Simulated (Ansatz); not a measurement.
Ansatz (a quantum-chemistry and plane-wave program) input (CCSD(T)/def2-SVPD):

Ansatz 0.2 input:
```yaml
crystal:
  periodic: [false, false, false]
  atoms:
    - {symbol: La, position_ang: [0.34055592, -0.02857962, 0.43619663]}
    - {symbol: Cl, position_ang: [1.01902049, 0.40484460, -1.94922328]}
    - {symbol: Cl, position_ang: [-2.16088446, -0.30901882, 0.48668164]}
basis:
  gaussian:
    orbitals: def2-SVPD
total_charge: 1
magnetization: {spin_polarized: false}
correlation: {method: ccsd_t, electrons: outside_noble_gas}
output: {forces: true}
```

Output:

```
Functional definition: HF
integrals: 0.08 GiB planned
799 factors; integrals over basis functions are off by at most 3.8e-4 eV
mean field: 0.28 GiB planned
mean field evaluation 1: about -25841.4906 eV, gradient 3.8e1 eV
mean field evaluation 2: about -25841.5486 eV, gradient 3.8e1 eV
mean field evaluation 4: about -25846.2217 eV, gradient 1.6e0 eV
mean field evaluation 8: about -25846.2656 eV, gradient 1.3e-1 eV
mean field evaluation 16: about -25844.9637 eV, gradient 2.1e1 eV
mean field -25846.26581652 eV, -949.8327495288 hartree, gradient 2.5e-6 eV, S^2 0.000000; 0 other end points of the search recorded, 0 dependent functions left out
14 core orbitals not correlated
reference -25846.26581652 eV, -949.8327495288 hartree; 8, 8 occupied and 67, 67 virtual orbitals, 799 factors
densities: 0.30 GiB planned
second order -8.84337726 eV of doubles, -0.00000000 eV of singles
coupled cluster: 0.22 GiB planned
cycle   1  -9.21464334 eV  change   -3.7e-1 eV  update   7.9e-2
cycle   2  -9.36789557 eV  change   -1.5e-1 eV  update   2.5e-2
cycle   3  -9.41904004 eV  change   -5.1e-2 eV  update   1.4e-2
cycle   4  -9.41765206 eV  change    1.4e-3 eV  update   3.3e-3
cycle   5  -9.41537790 eV  change    2.3e-3 eV  update   1.2e-3
cycle   6  -9.41507292 eV  change    3.0e-4 eV  update   4.1e-4
cycle   7  -9.41516363 eV  change   -9.1e-5 eV  update   1.3e-4
cycle   8  -9.41521733 eV  change   -5.4e-5 eV  update   4.5e-5
cycle   9  -9.41522252 eV  change   -5.2e-6 eV  update   1.3e-5
cycle  10  -9.41521923 eV  change    3.3e-6 eV  update   5.3e-6
perturbative correction -0.29636839 eV, -0.0108913373 hartree
the calculation of the forces begins
Total energy: -25855.97740413 eV, -950.1896437909 hartree
Atom 0 at     0.340556    -0.028580     0.436197 Å, force     0.454037    -0.038103     0.581547 eV/Å
Atom 1 at     1.019020     0.404845    -1.949223 Å, force     0.214938     0.118267    -0.629326 eV/Å
Atom 2 at    -2.160884    -0.309019     0.486682 Å, force    -0.668975    -0.080164     0.047779 eV/Å
Dipole moment:     1.027847    -0.086257     1.316505 e Å
```
